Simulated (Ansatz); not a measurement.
Ansatz results at the PBE0-D4/def2-TZVP geometry: zero-point energy (PBE0-D4/def2-TZVP) 61.9 kJ/mol; size of the dipole moment (ωB97M-V/def2-TZVPP) 1.49 D; ideal-gas entropy at 298 K and 1 bar (rigid rotor, harmonic PBE0-D4/def2-TZVP) 275 J/(mol·K).

Task: Which molecule gave them?
A. `[CH2]S(C)=O`•
B. `[CH2][Al]([CH3])[Br]`•
C. `O[Si](O)[SiH3]`•
D. `[O]C(F)F`•

Result: D. The others give `O[Si](O)[SiH3]`•: 138.3, 1.77, 355; `[CH2]S(C)=O`•: 172.0, 3.78, 312; `[CH2][Al]([CH3])[Br]`•: 156.5, 2.21, 371.
